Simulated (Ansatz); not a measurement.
The cluster In₆Sb₄Br₆, 16 atoms. Hardware: 2 threads of AMD EPYC 7R13 on a shared host and a share (18 GiB) of an NVIDIA H100 80GB HBM3.

In the def2 sets In, Sb take a core potential; there is no spin–orbit coupling. Correlated methods freeze 94 core orbitals; core or outer-core shells of In, Sb, Br are correlated, in sets that lack core-valence functions. Single mean-field runs in def2-SVP, def2-TZVP are fitted with def2-universal-jkfit.

**Question.** How many basis functions does each of these Ansatz runs have, and roughly what does it cost? RPA@PBE/def2-SVP, charge 0 singlet, energy, from earlier orbitals; PBE-D4/def2-SVP, charge 0 singlet, relaxation, 42 steps; PBE-D4/def2-SVP, charge 0 singlet, energy and forces, from earlier orbitals; PBE0-D4/def2-SVP, charge 0 singlet, energy, from earlier orbitals; r2SCAN-D4/def2-SVP, charge 0 singlet, energy, from earlier orbitals; HF/def2-SVP, charge 0 singlet, energy, from earlier orbitals; PBE-D4/def2-TZVP, charge 0 singlet, energy, from earlier orbitals; PBE0-D4/def2-TZVP, charge 0 singlet, energy, from earlier orbitals; MP2/def2-SVP, charge 0 singlet, energy, from earlier orbitals.

**Answer.** Other jobs shared the machine, so times can vary by a factor of up to 3.

| run | functions | fitting or Cholesky vectors | wall time | peak host memory (GiB) |
| --- | --- | --- | --- | --- |
| PBE0-D4/def2-SVP, charge 0 singlet, energy, from earlier orbitals | 452 | 3776 | 4.7 s | 1 |
| HF/def2-SVP, charge 0 singlet, energy, from earlier orbitals | 452 | 3776 | 5.5 s | 0.99 |
| PBE-D4/def2-SVP, charge 0 singlet, energy and forces, from earlier orbitals | 452 | 3776 | 6 s | 1.1 |
| r2SCAN-D4/def2-SVP, charge 0 singlet, energy, from earlier orbitals | 452 | 3776 | 6 s | 1.1 |
| PBE-D4/def2-TZVP, charge 0 singlet, energy, from earlier orbitals | 788 | 3776 | 8.5 s | 1.2 |
| PBE0-D4/def2-TZVP, charge 0 singlet, energy, from earlier orbitals | 788 | 3776 | 12 s | 1.2 |
| MP2/def2-SVP, charge 0 singlet, energy, from earlier orbitals | 452 | 5188 | 13 s | 1.4 |
| RPA@PBE/def2-SVP, charge 0 singlet, energy, from earlier orbitals | 452 | 5188 | 15 s | 2.9 |
| PBE-D4/def2-SVP, charge 0 singlet, relaxation, 42 steps | 452 | 3776 | 3.4 min | 1.1 |
